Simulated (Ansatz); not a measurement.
The inner images of a band of ClH + FH3OSi (8 atoms, charge 0, multiplicity 1) are given out of order.

Level of theory: RKS r2SCAN-D4/def2-SVP (Ansatz).

Image 0:

```xyz
8
Properties=species:S:1:pos:R:3
Si -0.759 -0.677 0.084
F 0.724 -1.046 0.698
H -0.688 -1.053 -1.351
H -1.764 -1.450 0.847
O -1.067 0.915 0.344
H 1.935 0.349 0.079
Cl 2.064 1.424 -0.639
H -0.444 1.538 -0.061
```

Image 6:

```xyz
8
Properties=species:S:1:pos:R:3
Si -0.495 0.115 0.038
F 1.681 -1.885 0.202
H -0.433 -0.644 -1.235
H -0.688 -0.693 1.255
O -1.710 1.236 0.032
H 2.079 -1.042 0.251
Cl 1.359 1.109 0.202
H -1.794 1.803 -0.744
```

Question: Put them in order from the first end to the last, with their energies above the first end.
A.
```xyz
8
Properties=species:S:1:pos:R:3
Si -0.661 -0.593 0.087
F 0.795 -1.012 0.765
H -0.505 -0.900 -1.357
H -1.593 -1.437 0.846
O -1.137 0.954 0.373
H 1.867 0.112 0.069
Cl 1.978 1.199 -0.651
H -0.744 1.677 -0.132
```
B.
```xyz
8
Properties=species:S:1:pos:R:3
Si -0.515 -0.136 -0.109
F 1.484 -1.459 0.642
H -0.564 -0.846 -1.412
H -0.860 -1.046 1.006
O -1.546 1.132 0.138
H 1.911 -0.661 0.364
Cl 1.300 1.052 -0.410
H -1.212 1.964 -0.219
```
C.
```xyz
8
Properties=species:S:1:pos:R:3
Si -0.539 -0.479 0.043
F 0.940 -1.096 0.709
H -0.454 -0.882 -1.380
H -1.339 -1.307 0.936
O -1.222 1.006 0.292
H 1.787 -0.109 0.144
Cl 1.740 1.074 -0.565
H -0.914 1.793 -0.178
```
D.
```xyz
8
Properties=species:S:1:pos:R:3
Si -0.538 0.011 -0.095
F 1.692 -1.764 0.489
H -0.579 -0.732 -1.380
H -0.663 -0.857 1.089
O -1.700 1.175 0.059
H 2.039 -0.902 0.395
Cl 1.298 1.069 -0.142
H -1.550 2.001 -0.415
```
E.
```xyz
8
Properties=species:S:1:pos:R:3
Si -0.471 -0.316 -0.031
F 1.181 -1.168 0.678
H -0.470 -0.897 -1.392
H -1.128 -1.207 0.954
O -1.339 1.062 0.255
H 1.747 -0.398 0.275
Cl 1.476 1.063 -0.568
H -0.997 1.861 -0.172
```

Answer: A (+2.6 kcal/mol), C (+17.3 kcal/mol), E (+31.5 kcal/mol), B (+22.0 kcal/mol), D (+13.5 kcal/mol).

Run time: 3.7 min on 2 threads of Arm Neoverse V1, with other jobs on the host, peak memory 0.14 GiB.
